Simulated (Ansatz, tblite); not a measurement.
Isomers of WO$_{4}$H$_{2}$ (singlet), found by a short tight-binding search and relaxed with PBE-D4/def2-SVP in Ansatz.

In the def2 sets W takes a core potential; there is no spin–orbit coupling. The xTB rows come from tblite. Correlated methods freeze 4 core orbitals; core or outer-core shells of W are correlated, in sets that lack core-valence functions.

A: At CCSD(T)/def2-TZVP, PBE-QIDH/def2-TZVP the test of the restricted singlet for broken spin symmetry was undecided. It holds 1 O–O bond. B: At CCSD(T)/def2-TZVP, PBE-QIDH/def2-TZVP the test of the restricted singlet for broken spin symmetry was undecided. It holds 2 O–O bonds. C: At CCSD(T)/def2-TZVP, PBE-QIDH/def2-TZVP the test of the restricted singlet for broken spin symmetry was undecided. It holds 1 O–O bond.

Other spin states weren't relaxed.

A:

```xyz
7

W    -0.055    0.183   -0.142
O     0.814    1.681    0.768
O    -1.273    0.530   -1.295
O     1.481    1.282   -0.463
O     0.273   -1.656    0.131
H    -1.053    0.423    1.216
H    -0.187   -2.443   -0.214
```

B:

```xyz
7

W     0.2232    0.3296    0.3525
O     0.5921    0.0192   -1.5833
O     0.0248   -1.2945   -1.3133
O     0.9792    1.3730    1.4723
O     0.4646   -1.6251    0.0349
H    -1.1954   -0.0904    1.1967
H    -1.0885    1.2880   -0.1598
```

C:

```csv
atom,x (Å),y (Å),z (Å)
W1,-0.522,0.176,0.283
O2,0.743,-0.656,-1.257
O3,-2.045,0.756,-0.288
O4,1.281,0.563,-0.590
O5,-0.708,-0.989,1.546
H6,-0.096,1.524,1.252
H7,1.346,-1.374,-0.946
```

Estimate their order by electronic energy at CCSD(T)/def2-TZVP, counted from the lowest.

A (0.00) < C (0.47) < B (4.80), in eV.

Do the other levels pick the same lowest one?

All that were run do. Energies above each level's lowest (eV):

| level | A | B | C |
| --- | --- | --- | --- |
| GFN1-xTB | 0.00 | 4.88 | 0.91 |
| GFN2-xTB | 0.00 | 1.74 | 1.04 |
| HF/def2-TZVP | 0.00 | 5.14 | 0.47 |
| PBE-D4/def2-TZVP | 0.00 | 4.48 | 0.68 |
| r2SCAN-D4/def2-TZVP | 0.00 | 4.69 | 0.68 |
| PBE0-D4/def2-TZVP | 0.00 | 4.78 | 0.64 |
| CAM-B3LYP-D4/def2-TZVP | 0.00 | 4.84 | 0.57 |
| PBE-QIDH/def2-TZVP | 0.00 | 5.09 | 0.54 |
| MP2/def2-TZVP | 0.00 | 5.39 | 0.40 |
| CCSD/def2-TZVP | 0.00 | 4.91 | 0.48 |
| CCSD(T)/def2-TZVP | 0.00 | 4.80 | 0.47 |
Point groups (tolerance 0.1 Å): A not assigned, B Cs, C not assigned. Lower isomers may exist.
